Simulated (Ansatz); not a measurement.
The cluster Hf₃⁺, relaxed as a doublet with UKS PBE-D4/def2-TZVP in Ansatz, starting from the GFN2-xTB geometry. Force threshold 0.02 eV/Å.

In the def2 sets Hf takes a core potential; there is no spin–orbit coupling. The relaxation made no stability test and no search for a lower SCF solution. The structure comes from a short search, and lower isomers may exist.

Start:

Cartesian coordinates in Å:
```
Hf -1.469 0.720 0.924
Hf 1.458 0.536 0.475
Hf 0.010 -1.256 -1.400
```

```csv
step,energy (eV),largest force component (eV/Å),SCF passes
1,-3908.5213,2.830,237
2,-3909.5531,1.462,63
3,-3909.7084,1.356,112
4,-3909.7767,0.284,34
5,-3909.7810,0.036,30
6,-3909.7811,0.002,28
```

Force components are those of the run's own axes.

End:

Cartesian coordinates in Å:
```
Hf -1.305 0.536 0.706
Hf 1.416 0.520 0.461
Hf -0.111 -1.056 -1.166
```

By distances, no bond broke or formed. The bond that changes most is Hf1–Hf3, from 3.39 to 2.73 Å (atoms count from 1).

No frequencies were taken in this run, so the end may be a saddle point.

Run time 31 s (4 threads of Arm Neoverse V1 on a shared host).
